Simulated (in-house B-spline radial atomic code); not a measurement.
Configurations of K²⁺, with energies counted from [Ne] 3s2 3p5. Computed with an all-electron radial atomic-structure program (B-spline basis): Dirac-Hartree-Fock, average of configuration, Fermi nucleus of rms radius 3.4349 fm. Energies include first-order Breit, QED and recoil terms.

Occupations are held fixed; configurations that lie above the ionisation limit could autoionise.

| configuration | E - E(ref) (eV) | highest orbital | its <r> (bohr) |
| --- | --- | --- | --- |
| [Ne] 3s2 3p4 3d1 | 24.356 | 3d5/2 | 1.821 |
| [Ne] 3s2 3p4 5g1 | 40.679 | 5g9/2 | 9.163 |
| [Ne] 3s1 3p5 3d1 | 44.833 | 3d5/2 | 1.776 |
| [Ne] 3s1 3p5 6d1 | 62.656 | 6d5/2 | 14.21 |
| [Ne] 3s1 3p5 7g1 | 64.194 | 7g9/2 | 21.16 |

Problem. Order these further configurations by energy, lowest first.
A. [Ne] 3s2 3p4 7g1
B. [He] 2s2 2p5 3s2 3p6
C. [Ne] 3s1 3p5 6f1
D. [Ne] 3s2 3p4 6g1
E. [Ne] 3s2 3p4 4d1

Solution. E (35.588 eV), D (42.175 eV), A (43.078 eV), C (63.262 eV), B (277.79 eV).

Problem. How far above the reference does [Ne] 3s2 3p4 6f1 lie?

Solution. 42.148 eV; its least bound orbital is 6f5/2 with <r> = 15.82 bohr.
